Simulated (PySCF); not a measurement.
**A computed series [MH4]−**

Computed with PySCF 2.14.0, PBE0, def2-SVP on the ligands, density fitting, scalar-relativistic core potentials, no spin-orbit coupling, vacuum. Each member is relaxed from one template within its symmetry. Distances are means of the shortest metal–ligand contacts, charges and spins Mulliken's; removal energies are rigid, with the ligand's formal charge and no counterpoise, so too large; for an anion taken off a cation in vacuum most of it is the attraction of opposite charges, and multiply charged cations can part far more cheaply with an electron moved from ligand to metal. lcecp potentials hold a fixed number of 4f electrons in the core, out of states, spins and gaps.

```
metal      basis on the metal  point group  M–H (Å)  charge on M (e)  removal of one H (eV)  strongest infrared band, degenerate modes summed (cm⁻¹)  unstable modes (below −25 cm⁻¹)
   Tb  lcecp-1-SVP with ECP54           Td    2.101             0.26                   4.78                                                     1234                                0
   Lu  lcecp-1-SVP with ECP60           Td    2.038             0.18                   4.88                                                     1284                                0
```

Task: Order these by the M–H distance, lowest first.
A. La, lcecp-1-SVP with ECP46
B. Bi, def2-SVP with ECP60
C. Sm, lcecp-1-SVP with ECP51
D. Er, lcecp-1-SVP with ECP57
E. Pr, lcecp-1-SVP with ECP48

Result: B (1.967), D (2.066), C (2.139), E (2.182), A (2.218).

Task: What else do they give?

Result: 
| metal | basis on the metal | point group | M–H (Å) | charge on M (e) | removal of one H (eV) | strongest infrared band, degenerate modes summed (cm⁻¹) | unstable modes (below −25 cm⁻¹) |
| --- | --- | --- | --- | --- | --- | --- | --- |
| La | lcecp-1-SVP with ECP46 | Td | 2.218 | 0.32 | 4.59 | 1156 | 0 |
| Pr | lcecp-1-SVP with ECP48 | Td | 2.182 | 0.28 | 4.61 | 1182 | 0 |
| Sm | lcecp-1-SVP with ECP51 | Td | 2.139 | 0.27 | 4.71 | 1209 | 0 |
| Er | lcecp-1-SVP with ECP57 | Td | 2.066 | 0.21 | 4.82 | 1260 | 0 |
| Bi | def2-SVP with ECP60 | C2v | 1.967 | 0.19 | 5.00 | – | 0 |

From La to Lu the M–H distance shrinks by 0.18 Å, the lanthanide contraction, and the energy to remove one H rises by 0.29 eV.

Moved off a saddle point of the template and relaxed again: Bi. One start shape was tried for each, so a minimum needn't be the lowest isomer.
